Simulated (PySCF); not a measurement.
System: C4H2ISe, charge -1, multiplicity 1. It need not be the lowest isomer of its formula. Whether it binds its extra electron was not tested at this geometry. SMILES: c1(I)c[se][c-]c1
Geometry: optimised at B3LYP-D3(BJ)/def2-TZVP (Ansatz).

Dispersion corrections to the total energy (kcal/mol) from the dftd3 and dftd4 libraries through PySCF: D3(BJ) without and D4 with the three-body term, each with the damping fitted for the functional named.

| functional | D3(BJ) | D4 |
|---|---|---|
| B2GP-PLYP | ___ | -3.41 |
| B3LYP | -12.95 | ___ |
| LC-wPBE | -7.24 | -8.90 |
| revPBE | -16.49 | -22.03 |
| TPSS | -9.01 | -10.67 |
| r2SCAN | -1.91 | -1.82 |
| TPSSh | ___ | -9.66 |

**Question.** Fill in the missing entries.

**Answer.** 
- B2GP-PLYP, D3(BJ): -6.15
- B3LYP, D4: -12.96
- TPSSh, D3(BJ): -8.45
